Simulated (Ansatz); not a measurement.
Basis sets compared for InTe3 (the lowest doublet isomer of a short search). Total charge 0; doublet. Geometry PBE-D4/def2-SVP. Ansatz on 4 threads of Arm Neoverse V1 on a shared host; times are rough, and most runs start from earlier orbitals.

```tsv
atom	x (Å)	y (Å)	z (Å)
In1	-0.917	1.724	0.144
Te2	-0.468	-0.336	-2.113
Te3	0.033	-0.426	2.148
Te4	1.352	-0.962	-0.179
```

In the def2 sets In, Te take a core potential; there is no spin–orbit coupling. The structure comes from a short search, and lower isomers may exist.

Binding counts from free atoms (In doublet, Te triplet) in the same basis, without a counterpoise term.

```json
{"level": "PBE-D4/def2-SVP", "functions": "104", "energy (Eh)": "-994.3148", "HOMO (eV)": "-4.70", "LUMO (eV)": "-4.26", "binding per atom (eV)": "2.13", "wall time": "2.2 s"}
{"level": "PBE-D4/def2-TZVP", "functions": "200", "energy (Eh)": "-994.3529", "HOMO (eV)": "-4.75", "LUMO (eV)": "-4.29", "binding per atom (eV)": "2.15", "wall time": "5 s"}
{"level": "r2SCAN-D4/def2-TZVP", "functions": "200", "energy (Eh)": "-994.7363", "HOMO (eV)": "-5.03", "LUMO (eV)": "-4.33", "binding per atom (eV)": "1.97", "wall time": "13 s"}
{"level": "PBE0-D4/def2-SVP", "functions": "104", "energy (Eh)": "-994.3533", "HOMO (eV)": "-5.68", "LUMO (eV)": "-3.86", "binding per atom (eV)": "1.94", "wall time": "3.8 s"}
{"level": "PBE0-D4/def2-TZVP (with forces)", "functions": "200", "energy (Eh)": "-994.3896", "HOMO (eV)": "-5.69", "LUMO (eV)": "-3.85", "binding per atom (eV)": "1.98", "wall time": "13 s"}
```

Question: Estimate the rows for PBE-D4/def2-TZVPD, r2SCAN-D4/def2-TZVPD, PBE0-D4/def2-TZVPD.

Answer: 
| level | functions | energy (Eh) | HOMO (eV) | LUMO (eV) | binding per atom (eV) | wall time |
| --- | --- | --- | --- | --- | --- | --- |
| PBE-D4/def2-TZVPD | 233 | -994.3537 | -4.77 | -4.31 | 2.15 | 7 s |
| r2SCAN-D4/def2-TZVPD | 233 | -994.7371 | -5.04 | -4.34 | 1.97 | 16 s |
| PBE0-D4/def2-TZVPD | 233 | -994.3903 | -5.70 | -3.86 | 1.99 | 15 s |
